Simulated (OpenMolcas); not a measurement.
**neutral nitrogen: from CASSCF to CASPT2**

- Program: OpenMolcas
- Basis: ANO-R1 [3s2p1d]
- Scalar Hamiltonian: X2C, finite nucleus
- Active space: 3 electrons in 3 orbitals (2p)
- State averaging: 2S+1 = 4 odd, 1 root; 2S+1 = 2 odd, 8 roots
- Spin-orbit coupling: state interaction with AMFI integrals over the reference wave functions, term energies averaged over their components

Methods on the same reference wave functions:
A. CASSCF
B. SS-CASPT2, IPEA 0.25 Eh, imaginary shift 0.1 Eh (closed shells correlated: 1s 2s)

Energies in eV above 2s2 2p3 4S* 3/2, the measured ground level; measured values from NIST Handbook of Basic Atomic Spectroscopic Data.

```json
{"Level": "2s2 2p3 4S* 3/2", "A": "0.0000", "B": "0.0000", "Measured": "0.0000"}
{"Level": "2s2 2p3 2D* 3/2", "A": "2.8715", "B": "2.641", "Measured": "2.3846"}
{"Level": "2s2 2p3 2D* 5/2", "A": "2.8716", "B": "2.641", "Measured": "2.3835"}
{"Level": "2s2 2p3 2P* 1/2", "A": "4.7585", "B": "4.137", "Measured": "3.5756"}
{"Level": "2s2 2p3 2P* 3/2", "A": "4.7585", "B": "4.137", "Measured": "3.5756"}
```

Deviations, from unrounded energies. A percentage is the sum of absolute deviations over the sum of measured energies, with the sign that they share, or ± where signs differ.

| Against measurement | Levels | A | B |
| --- | --- | --- | --- |
| mean absolute deviation (cm-1) | 4 | 6700 | 3300 |
| other terms of the ground configuration (%) | 4 | +28.0 | +13.7 |

B lies closest to measurement on these levels. The largest miss of B in the table is 2s2 2p3 2P* 3/2, by +4500 cm-1. The ranking rests on the paired levels alone, and a cruder setting can come out closer through cancelling errors.

From A to B the spin-free energies of the other terms of 2s2 2p3 shown, above 4S*, scale by factors of 0.87 to 0.92.

The lowest spin-free term lies below A's lowest term by 0.074 hartree in B.

CASPT2 breaks the degeneracy within a term, and the mean is taken; among the terms shown or strongly mixed into the levels shown the widest spread is 170 cm-1 (2s2 2p3 2D*, B). With the s shell closed, the reference lacks s² → p² mixing. Without dynamic correlation excited terms often stand tens of per cent too high (terms of higher spin than the ground term too low), and those without a measured partner can miss by more than the paired ones (holds for A). Some terms miss by over 15 % even with CASPT2, which points to a basis or an active space too small for the shells correlated (holds for B). Measured partners are found by configuration, term and J. A level has none where our copy of the source lacks it or the pairing is in doubt (some pairs that miss far off the trend of their configuration count as doubtful), and it then counts in no deviation. Only configurations of the active space appear.

* marks odd parity.
